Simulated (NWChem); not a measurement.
System: C$_{4}$H$_{5}$F; SMILES C#C[C@H](C)F

Question: Give the equilibrium geometry at PBE-D3(BJ)/def2-SVP (NWChem) as an XYZ file, with the point group.

Answer: point group C1; any orientation.
```
10

C      0.0480    -2.2201    -0.1286
C      0.0590    -1.0198     0.0994
C      0.0531     0.4203     0.3798
C     -1.1870     1.1225    -0.1640
F      1.1914     1.0168    -0.1748
H      0.0446    -3.2818    -0.3331
H      0.1176     0.5655     1.4841
H     -1.2481     0.9865    -1.2610
H     -2.1042     0.7062     0.2962
H     -1.1304     2.2047     0.0631
```
